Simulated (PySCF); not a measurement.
Vertical excitations of a molecule C₃H₁₀Si₃ from TDA-ωB97X/def2-SVPD (PySCF), as energy in eV (oscillator strength): 5.50 (0.001), 5.76 (0.017), 5.80 (0.002), 7.11 (0.179), 7.34 (0.042), 7.59 (0.757). Lowest triplet (TDA): 4.58 eV. Geometry: PBE0-D3(BJ)/def2-SVP. The values are those of a single conformer.

Task: Identify the compound among the candidates.
A) [SiH3]C=C=C[SiH2][SiH3]
B) C[SiH2][SiH2]C#C[SiH3]
C) C=C=C[SiH2][SiH2][SiH3]
D) [SiH3][C@@H]1C=C[SiH2][SiH2]1

Result: B, C[SiH2][SiH2]C#C[SiH3]
